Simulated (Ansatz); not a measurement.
A nudged elastic band was laid between two geometries of C₃H₅FO₂S (12 atoms, charge 0, multiplicity 1).

All numbers below come from RKS PBE0-D4/def2-SVP (Ansatz 0.2.0).

| Quantity | Value |
| --- | --- |
| movable images | 5 |
| climbing image | yes |
| spring | 5.0 eV/Å² |
| optimiser | quadratic models (default) |
| start path | IDPP |
| force threshold | 0.03 eV/Å |
| iteration limit | 60 |
| end points | relaxed |

Initial state:

```xyz
12
Properties=species:S:1:pos:R:3
C -0.213 -2.021 -0.061
C -0.020 -0.578 -0.398
O 0.438 -0.140 -1.422
O -0.418 0.217 0.615
C -0.313 1.600 0.409
F -1.083 2.163 1.349
S 1.383 2.229 0.613
H 0.073 -2.639 -0.918
H 0.404 -2.276 0.813
H -1.261 -2.206 0.216
H -0.686 1.849 -0.597
H 1.773 1.747 -0.587
```

Final state:

```xyz
12
Properties=species:S:1:pos:R:3
C -0.333 -2.034 -0.165
C -0.268 -0.600 -0.582
O -0.366 -0.177 -1.697
O -0.070 0.196 0.510
C -0.075 1.575 0.319
F -1.244 2.060 0.790
S 1.251 2.357 1.282
H -0.413 -2.673 -1.051
H 0.559 -2.294 0.424
H -1.205 -2.183 0.489
H 0.006 1.800 -0.754
H 2.235 1.918 0.469
```

(1) Which bonds break or form, and what moves?

(2) Give the energies along the band, and the barrier.

## Answers

(1) No bond is made or broken. The dihedral C2–O4–C5–S7 goes from -79 to -138°.

(2) The forces met the threshold. The highest image is number 6 of 0 to 6, 0.057 eV above the first end and 0.000 eV above the last; the last end lies 0.057 eV above the first. The highest image is an end point: on this band no image between the ends rises above it.

```tsv
image	path coordinate (Å)	energy (eV)	dihedral C2–O4–C5–S7 (°)
0	0.00	0.000	-79
1	0.38	0.002	-80
2	0.77	0.018	-90
3	1.15	0.041	-104
4	1.53	0.054	-117
5	1.92	0.057	-131
6	2.17	0.057	-138
```

Run time: 2.7 min on 2 threads of Arm Neoverse V2, with other jobs on the host, peak memory 0.34 GiB.
